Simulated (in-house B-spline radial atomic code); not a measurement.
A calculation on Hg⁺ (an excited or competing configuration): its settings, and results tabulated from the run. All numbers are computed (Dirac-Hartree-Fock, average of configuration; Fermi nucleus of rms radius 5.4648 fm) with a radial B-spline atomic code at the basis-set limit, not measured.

Command:
```bash
python run_scf.py task.json out
```
Settings (nuclear radius in fm, mass in u):
```
Z                80
configuration    [Xe] 4f13 5d10 6s1 9g1
hamiltonian      dirac
method           hf
spin_polarised   False
nucleus          fermi
rms_radius       5.4648
atomic_mass      201.97064
speed_of_light   137.035999084
```

Output (hartree, bohr):
```
 radial grid: 94 intervals, B-splines of order 8, outer radius 294.8 bohr

 iter        energy (Eh)    residual
    1      -19643.656364    9.31e-01
    2      -19644.194129    6.14e-02
    3      -19644.321963    1.70e-02
    4      -19644.323129    8.00e-03
    5      -19644.323361    8.65e-04
    6      -19644.323371    1.85e-04
    7      -19644.323372    8.52e-05
    8      -19644.323372    2.64e-05
    9      -19644.323372    1.28e-06
   10      -19644.323372    1.78e-07

 total energy                    -19644.32337
 kinetic                           22640.4142
 electron-nucleus                 -49459.5075
 electron-electron                  7174.7699

 first-order corrections (not in the total)
   Gaunt                            25.3638
   retardation                      -2.6905
   frequency dependence             -0.4971
   self-energy                      18.9994
   Uehling                          -3.9094
   Wichmann-Kroll                    0.1739
   recoil                            0.0321

 orbital      occ     eigenvalue          <r>       <r^2>       <1/r>       r_max    small
 1s1/2      2.000     -3075.5532    0.0165906 0.000380889     97.4977     0.01023  9.25e-02
 2s1/2      2.000      -551.6256    0.0692213   0.0057359     24.0248     0.05933  2.13e-02
 2p1/2      2.000      -528.2167    0.0570035  0.00406497     23.9373     0.04368  2.13e-02
 2p3/2      4.000      -456.5281    0.0656365  0.00524723        19.4     0.05113  1.89e-02
 3s1/2      2.000      -134.5596     0.179791   0.0371235     8.82959      0.1668  7.14e-03
 3p1/2      2.000      -124.0800     0.170406   0.0339089     8.72777      0.1558  7.07e-03
 3p3/2      4.000      -107.9888     0.186108   0.0402395     7.55024      0.1708  6.38e-03
 3d3/2      4.000       -90.8694      0.16224   0.0309085     7.42908      0.1331  6.24e-03
 3d5/2      6.000       -87.4552      0.16703   0.0326321     7.16218      0.1373  6.05e-03
 4s1/2      2.000       -31.9929     0.398059    0.178849      3.7313      0.3758  2.42e-03
 4p1/2      2.000       -27.4599     0.400353    0.182346     3.62063      0.3742  2.32e-03
 4p3/2      4.000       -23.4962     0.432383    0.212431     3.23222       0.404  2.08e-03
 4d3/2      4.000       -16.0810     0.439081    0.222621     3.03037      0.3966  1.88e-03
 4d5/2      6.000       -15.3294     0.449751    0.233341      2.9378       0.406  1.81e-03
 5s1/2      2.000        -6.1168     0.903066    0.914104     1.51078      0.8274  6.05e-04
 5p1/2      2.000        -4.5261     0.968061     1.05724     1.39339      0.8701  5.28e-04
 5p3/2      4.000        -3.7979      1.05375       1.253     1.25419      0.9423  4.54e-04
 4f5/2      5.571        -5.7785     0.468737    0.262913     2.58917      0.3631  1.45e-03
 4f7/2      7.429        -5.6142     0.474758    0.269637     2.55415      0.3676  1.42e-03
 5d3/2      4.000        -1.5123      1.32866     2.04445    0.982954         1.1  2.90e-04
 5d5/2      6.000        -1.4265      1.37703      2.1978    0.944601       1.135  2.70e-04
 6s1/2      1.000        -1.0060      2.36743     6.29691    0.539379       2.082  9.38e-05
 9g7/2      0.444        -0.0247      55.7328     3501.33   0.0247125       64.27  6.59e-07
 9g9/2      0.556        -0.0247      55.7325     3501.29    0.024713       64.27  6.59e-07
```

Time taken, with all properties: 15 s on 1 thread of Arm Neoverse N1 (shared host).

For the Dirac Hamiltonian the kinetic term is c α·p + (β - 1)c².
